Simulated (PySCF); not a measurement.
Computed shifts of a molecule CH6ClNSi, PySCF with PBE/pcSseg-1, GIAO, gas phase, equivalent atoms averaged, in ppm (number of nuclei): ²⁹Si: 3.5 (1). ¹³C: 4.5 (1). ¹⁵N: 46.7 (1). ¹H: 5.65 (1), 1.38 (1), 1.16 (1), 0.72 (3). References: ²⁹Si against TMS (σ = 335.4 ppm); ¹³C against TMS (σ = 182.0 ppm); ¹⁵N against NH3 (σ = 267.0 ppm); ³⁵Cl against HCl (σ = 936.5 ppm); ¹H against TMS (σ = 31.49 ppm), references at their B3LYP-D3(BJ)/def2-TZVP geometries, non-relativistic (without spin–orbit terms, shifts of atoms bonded to Cl or Br come out too high). Coordinates come from a B3LYP-D3(BJ)/def2-SVP optimisation. One conformer was computed; it need not be the lowest.

Task: Which structure fits?
(A) C[SiH](N)Cl
(B) NC[SiH2]Cl
(C) CN[SiH2]Cl

Result: A, C[SiH](N)Cl
